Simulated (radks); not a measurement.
Numerical settings for the terbium ion Tb+, [Xe] 4f9 6s1. All-electron calculation, scalar-relativistic Kohn-Sham, PBE, spin-unpolarised, spherical densities, point nucleus. Program: a radial shooting solver on a logarithmic mesh with Libxc functionals. The defaults (mesh step 0.008 in ln r, mesh end at 40 bohr or more with all orbitals vanishing there, Anderson mixing 0.5 over 9 steps, residual threshold near 1e-9 with the energy settled to 1e-9 hartree or 1e-11 of itself, here a cap of 98 iterations) give E = -11708.7145 hartree and 6s at -8.739 eV in 17 iterations. Run on one thread of a shared host, so times are rough (Arm Neoverse N1): 0.23 s of CPU time, 0.23 s wall, 17 iterations on 2648 mesh points. Changes against that run (0 stands for a change within the tolerance of the run):

\begin{tabular}{lrrrrr}
setting & iterations & converged & E (mhartree) & e(6s) (meV) & CPU (s) \\ \hline
mesh step in ln r 0.003 & 17 & yes & 0 & 0 & 0.58 \\
mesh step in ln r 0.02 & 17 & yes & 0 & 0 & 0.11 \\
mesh step in ln r 0.05 & 17 & yes & -0.0857 & +0.0161 & 0.06 \\
mesh end (bohr) 12 & 17 & yes & +0.0247 & +2.1 & 0.22 \\
mesh end (bohr) 400 & 17 & yes & 0 & 0 & 0.23 \\
residual threshold 0.001 & 11 & yes & 0 & +0.193 & 0.17 \\
residual threshold 0.01 & 11 & yes & 0 & +0.193 & 0.17 \\
mixing 0.01 & 30 & yes & 0 & 0 & 0.39 \\
linear mixing, mixing 0.05 & 98 & no & -0.00117 & -21.7 & 1.1 \\
linear mixing, mixing 0.8 & 98 & no & +6.56e+04 & -767 & 2.4 \\
mixing history 2 & 34 & yes & 0 & 0 & 0.38 \\
iteration cap 3 & 3 & no & +30.8 & -1.09e+03 & 0.05 \\
\end{tabular}

No run marked as converged misses the energy by more than 1 mhartree. A mesh that ends early acts as a hard wall.
